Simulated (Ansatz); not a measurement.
Consider the formal exchange of groups at the Si–Sb bond: `N[SiH](O)[SbH2]` + `FCS` → `N[SiH](O)F` + `S[CH2][SbH2]`.

Isolated molecules relaxed with PBE0-D4/def2-TZVP in Ansatz; ΔE leaves out vibrations. CCSD(T)/CBS is the MP2 limit (def2-TZVPP, def2-QZVPP) plus CCSD(T) − MP2 in def2-TZVPP, frozen cores. This one scheme is used for every species. Functionals use def2-TZVPP. def2 core potentials past Kr. For Sb outer-core shells are correlated without core-valence functions, which leaves a few kJ/mol of doubt a bond. One conformer a species, not always the lowest.

`N[SiH](O)[SbH2]`:

Z-matrix (Å, degrees):
```
Si
O 1 1.650
Sb 1 2.576 2 101.3
N 1 1.715 2 110.6 3 -126.3
H 1 1.491 2 112.5 3 117.8
H 2 0.960 1 115.5 3 169.3
H 3 1.711 1 90.3 2 -171.8
H 3 1.711 1 89.9 2 -80.7
H 4 1.008 1 118.8 2 -142.2
H 4 1.008 1 120.9 2 73.9
```

`FCS`:

```xyz
6

F    -0.078   -1.502    0.276
C     0.037   -0.294   -0.371
S     0.684    1.003    0.677
H    -0.945   -0.022   -0.760
H     0.747   -0.407   -1.192
H    -0.445    1.222    1.369
```

`N[SiH](O)F`:

Cartesian coordinates in Å:
```
N 0.118 -0.511 1.064
Si -0.064 0.522 -0.273
O 0.280 -0.263 -1.658
F -1.586 0.996 -0.201
H -0.409 -0.355 1.907
H 0.986 -0.987 1.248
H 0.762 1.741 -0.325
H -0.087 -1.143 -1.762
```

`S[CH2][SbH2]`:

```xyz
8

S     0.640    0.947    1.552
C    -0.337    0.351    0.164
Sb    1.030   -0.418   -1.350
H    -0.371    1.355    2.338
H    -0.898    1.162   -0.302
H    -1.012   -0.449    0.461
H    -0.262   -1.022   -2.296
H     1.210   -1.927   -0.567
```

```json
{"species": "`N[SiH](O)[SbH2]`", "revPBE-D4 energy (Eh)": "-663.44164"}
{"species": "`FCS`", "revPBE-D4 energy (Eh)": "-537.90138"}
{"species": "`N[SiH](O)F`", "revPBE-D4 energy (Eh)": "-521.86136"}
{"species": "`S[CH2][SbH2]`", "revPBE-D4 energy (Eh)": "-679.54370"}
```

Task: Work out ΔE.

Result: ΔE = (-521.86136) + (-679.54370) − (-663.44164) − (-537.90138) = -0.06204 Eh = -38.9 kcal/mol. CCSD(T)/CBS gives -46.8 kcal/mol.

Largest T1 diagnostic among the species: 0.013.

From r2SCAN to r2SCAN0 (25 % exact exchange), in def2-TZVPP and without D4, ΔE moves by −1.1 kcal/mol. At CCSD(T), def2-SVP lies +6.4 kcal/mol from the extrapolated value and def2-TZVPP +0.2 kcal/mol. Leaving LDA and LC-ωPBE aside and taking each functional with its dispersion term where it has one, the values, not all of them listed here, spread over 7.0 kcal/mol, from B2PLYP to PBE-D4.
